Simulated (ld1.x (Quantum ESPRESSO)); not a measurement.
An odd input for ld1.x (Quantum ESPRESSO) 7.5 (nitrogen)

Command:

```bash
ld1.x < N.in > N.out
```

Input:

```
&input
   title='N', zed=7., rel=1, dft='PBESOL', iswitch=3,
   config='[He] 2s2 2p1.5 3d-2',
   nld=3, rlderiv=2.40, eminld=-5.0, emaxld=5.0, deld=0.02
 /
 &inputp
   pseudotype=3, tm=.true., lloc=-1, rcloc=2.10,
   nlcc=.true., rcore=0.55,
   which_augfun='PSQ', rmatch_augfun=1.20,
   file_pseudopw='N.UPF', file_wfcaegen='ae.wfc', file_wfcncgen='nc.wfc', file_beta='beta', file_chi='chi', file_wfcusgen='us.wfc'
 /
6
2S  1  0   2.00   0.00  1.05  1.15  0.0
2S  1  0   0.00   0.85  1.05  1.15  0.0
2P  3  1   1.50   0.00  1.90  2.15  0.0
2P  2  1   0.00  -1.30  1.90  2.15  0.0
3D  3  2  -2.00   0.15  1.70  2.20  0.0
3D  3  2  -2.00   1.55  1.70  2.20  0.0
 &test
   configts(1)='2s2 2p1.5'
 /
```

This is an input that runs to its end, with one change: pseudo principal number of 2P raised by one.

**Question.** How does the run end?

**Answer.** The program runs through. The occupied levels of the test differ from the all-electron ones by at most 0.00000 Ry (unchanged input: 0.00000 Ry).

```
     Expected ecutrho=     268.7342 due to l1=  2   l2=  2

     ------------------- End of pseudopotential generation -------------------

     Computing logarithmic derivative in   2.39375
     Computing logarithmic derivative in   2.39375
     Computing the partial wave expansion
     R is outside the sphere for l=    0 j= 0.00
     R is outside the sphere for l=    0 j= 0.00
     R is outside the sphere for l=    1 j= 0.00
     R is outside the sphere for l=    1 j= 0.00
     R is outside the sphere for l=    2 j= 0.00
     R is outside the sphere for l=    2 j= 0.00

     ---------------------- Testing the pseudopotential ----------------------

     N
     scalar relativistic calculation

     atomic number is  7.00   valence charge is  5.00
     dft =PBESOL   lsd =0 sic =0 latt =0  beta=0.20 tr2=1.0E-14
     mesh =1085 r(mesh) =  99.89202 xmin = -7.00 dx = 0.01250

     n l     nl             e AE (Ry)        e PS (Ry)    De AE-PS (Ry)
     1 0     2S   1( 2.00)       -2.96371       -2.96371       -0.00000
     2 1     2P   1( 1.50)       -2.10327       -2.10327        0.00000

     eps = 4.3E-15  iter =  3

     Etot =    -106.587921 Ry,     -53.293961 Ha,   -1450.202550 eV
     Etotps =   -17.809076 Ry,      -8.904538 Ha,    -242.304817 eV

     Ekin =       5.547167 Ry,       2.773583 Ha,      75.473048 eV
     Encl =     -28.292079 Ry,     -14.146039 Ha,    -384.933340 eV
     Ehrt =       9.208854 Ry,       4.604427 Ha,     125.292845 eV
     Ecxc =      -3.720050 Ry,      -1.860025 Ha,     -50.613855 eV
     (Ecc =      -0.404213 Ry,      -0.202107 Ha,      -5.499599 eV)
     Epseu=      -0.552968 Ry,      -0.276484 Ha,      -7.523516 eV

     ---------------------- End of pseudopotential test ----------------------
```
